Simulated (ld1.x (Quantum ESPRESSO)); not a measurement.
## Before and after: TM potential for tungsten

| Property | Result |
| --- | --- |
| Element | W |
| Generator | ld1.x (Quantum ESPRESSO) 7.5 |
| Type | norm-conserving Troullier–Martins (Kleinman–Bylander form) |
| Functional | LDA (PZ) |
| Relativity | scalar-relativistic |
| Frozen core | [Kr] 4d10 4f14 5s2 |
| Valence charge | 12 |
| Reference configuration | 5p6 5d3 6s0 6p0 (charge +3) |
| Partial waves | 6s (bound, empty): rc 1.80 bohr; 5p (bound): rc 1.90 bohr; 5d (bound): rc 2.55 bohr |
| Local potential | all-electron potential smoothed inside 1.45 bohr (lloc = -1) |
| Core correction | Bessel-smoothed model core, default radius (core density twice the valence density) |

Change: wave 5d (bound): rc 2.55 bohr becomes 5d (bound): rc 2.82 bohr.

Cutoffs: the cutoffs (Ry, on a coarse ladder) from which the occupation-weighted sum of valence levels, in a spherical-Bessel basis at the reference potential, stays within 10 and 1 mRy of its value at 400 Ry; they do not see the model core or the augmentation charge, which bear on the density cutoff. Errors are all-electron minus pseudo energies relative to the spin-unpolarised reference configuration.

Problem. What does the change do?

Solution. The potential gets neither clearly harder nor softer (30 Ry and 45 Ry → 30 Ry and 45 Ry); both files keep a bound ghost (s); of the 9 tests that both files solve, the error grows in 4 and shrinks in 2 by more than 15 % and 0.3 meV (median size 12.3 → 10.7 meV).

```csv
quantity,base,changed
"cutoff, loose",30 Ry,30 Ry
"cutoff, tight",45 Ry,45 Ry
loose cutoff by channel (10 mRy a level),"p 21 Ry, d 25 Ry","p 21 Ry, d 21 Ry"
bound ghosts,s,s
"error for 5p6 5d4 6s2 6p0, meV [ΔE -50.86 eV]",+12,+7.7
"error for 5p6 5d4 6s1 6p0, meV [ΔE -41.73 eV]",+5.2,+6.8
"error for 5p6 5d4 6s0 6p0, meV [ΔE -25.70 eV]",-5.6,+3.2
"error for 5p6 5d4.5 6s1.5 6p0, meV [ΔE -50.17 eV]",+11,+11
"error for 5p6 5d4 6s0 6p1, meV [ΔE -36.18 eV]",+101,+106
"error for 5p6 5d5 6s1 6p0, meV [ΔE -49.32 eV]",+1.6,+7.4
"error for 5p6 5d4 6s0 6p2, meV [ΔE -41.43 eV]",+144,+147
"error for 5p6 5d3 6s0 6p0 (spin-polarised), meV [ΔE -1.50 eV]",+33,+61
"error for 5p6 5d4 6s2 6p0 (spin-polarised), meV [ΔE -52.80 eV]",+51,+79
```

 A true bound ghost makes a file unfit for plane-wave use even where its test errors are small: the radial tests pick states by their node count and pass the ghost by.
